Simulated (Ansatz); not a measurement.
`NCC(O)(F)F` and `O[C](F)(F)[GeH3]` differ in one atom or group.

Ansatz, PBE0-D4/def2-TZVP geometries, multiplicity 1. Each molecule was computed in one conformer, which needn't be the lowest.

Scalar relativity is left out up to krypton.

| property | `NCC(O)(F)F` |
| --- | --- |
| size of the dipole moment (B3LYP/def2-TZVPP) / D | 4.43 |
| HOMO energy (PBE0/def2-TZVPP) / eV | -8.15 |
| HOMO–LUMO gap (PBE/def2-TZVPP) / eV | 6.32 |
| LUMO energy (PBE0/def2-TZVPP) / eV | 0.54 |
| LUMO energy (PBE/def2-TZVPP) / eV | -0.28 |
| HOMO energy (B3LYP/def2-TZVPP) / eV | -7.92 |

**Question.** What does the change do to each property? (Best estimate.)

**Answer.** Computed: 
```json
{"property": "size of the dipole moment (B3LYP/def2-TZVPP) / D", "`O[C](F)(F)[GeH3]`": "2.64", "shift": "-1.79"}
{"property": "HOMO energy (PBE0/def2-TZVPP) / eV", "`O[C](F)(F)[GeH3]`": "-8.55", "shift": "-0.40"}
{"property": "HOMO–LUMO gap (PBE/def2-TZVPP) / eV", "`O[C](F)(F)[GeH3]`": "6.53", "shift": "0.21"}
{"property": "LUMO energy (PBE0/def2-TZVPP) / eV", "`O[C](F)(F)[GeH3]`": "0.26", "shift": "-0.28"}
{"property": "LUMO energy (PBE/def2-TZVPP) / eV", "`O[C](F)(F)[GeH3]`": "-0.56", "shift": "-0.28"}
{"property": "HOMO energy (B3LYP/def2-TZVPP) / eV", "`O[C](F)(F)[GeH3]`": "-8.36", "shift": "-0.44"}
```

With PBE0 the HOMO falls by 0.40 eV and the LUMO falls by 0.28 eV, so the gap widens by about 0.12 eV. PBE moves the HOMO by -0.49 eV and ωB97M-V by -0.26 eV. Dipoles are sizes alone; their direction can turn.

Positive LUMOs are unbound, so they and the gaps depend on the basis.

B3LYP here is the variant with VWN-RPA as its local correlation; programs differ in this.
